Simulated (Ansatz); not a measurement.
Calculated with Ansatz (gas phase, PBE0-D4/def2-TZVP geometries, no zero-point term in ΔE). CCSD(T)/CBS is the MP2 limit (def2-TZVPP, def2-QZVPP) plus CCSD(T) − MP2 in def2-TZVPP, frozen cores. Functionals use def2-TZVPP. B3LYP here is the variant with VWN-RPA as its local correlation; programs differ in this. Each species was taken in one conformer, which may not be the lowest.

`[SiH3][SiH2][N]1[CH2][AlH]1` + `CC=N` → `[SiH3][N]1[CH2][AlH]1` + `N=CC[SiH3]`  (formal exchange of groups at the Si–Si bond)

Q: Is it downhill or uphill in electronic energy at CCSD(T)/CBS, and by how much? (Estimate.)

A: The calculation gave: Uphill: ΔE = +3.9 kJ/mol.

Q: What do these levels give: PBE-D4, B3LYP-D4, r2SCAN, SCS-MP2/def2-TZVPP, SCS-MP2/def2-QZVPP, HF/CBS(def2)? (An estimate is asked.)

A: Computed: PBE-D4 16.0, B3LYP-D4 6.8, r2SCAN 7.3, SCS-MP2/def2-TZVPP -3.9, SCS-MP2/def2-QZVPP -3.9, HF/CBS(def2) -3.8 kJ/mol.

Largest T1 diagnostic among the species: 0.014.

From PBE to PBE0 (25 % exact exchange), in def2-TZVPP and without D4, ΔE moves by −3.1 kJ/mol.
